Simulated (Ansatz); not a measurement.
Mg₂N₂H₆⁺, that is (HMg-mu-NH2)2 with one electron fewer. Total charge 1; doublet. Geometry PBE0-D4/def2-SVP, that of the neutral singlet; atoms count from 1.

Cartesian coordinates in Å:
```
Mg 1.479 -0.200 0.005
H 3.180 -0.429 0.011
N 0.195 1.445 0.060
Mg -1.479 0.199 -0.002
H -3.180 0.429 -0.004
N -0.195 -1.445 -0.060
H 0.287 2.111 -0.712
H 0.275 2.052 0.881
H -0.274 -2.046 -0.885
H -0.287 -2.116 0.707
```

Q: Estimate the Mulliken populations from the PBE0/def2-TZVP orbitals of Ansatz.

A: 
```json
{"atom": "Mg1", "charge (e)": "0.86", "spin (α − β)": "0.01"}
{"atom": "H2", "charge (e)": "0.00", "spin (α − β)": "0.36"}
{"atom": "N3", "charge (e)": "-0.94", "spin (α − β)": "0.14"}
{"atom": "Mg4", "charge (e)": "0.86", "spin (α − β)": "0.01"}
{"atom": "H5", "charge (e)": "0.00", "spin (α − β)": "0.36"}
{"atom": "N6", "charge (e)": "-0.94", "spin (α − β)": "0.14"}
{"atom": "H7", "charge (e)": "0.29", "spin (α − β)": "0.00"}
{"atom": "H8", "charge (e)": "0.29", "spin (α − β)": "0.00"}
{"atom": "H9", "charge (e)": "0.29", "spin (α − β)": "0.00"}
{"atom": "H10", "charge (e)": "0.29", "spin (α − β)": "0.00"}
```
Mulliken values and Mayer orders depend strongly on the basis.

Q: Where does the spin sit?

A: Summed by element: Mg 0.02, H 0.70, N 0.28, of 1 unpaired in all. Largest on single atoms: H2 0.36, H5 0.36, N6 0.14.

Q: And the Mayer bond orders between bonded heavy atoms (over 0.3)?

A: Mg1–N3 0.45 (2.09 Å); Mg1–N6 0.45 (2.09 Å); N3–Mg4 0.45 (2.09 Å); Mg4–N6 0.45 (2.09 Å).
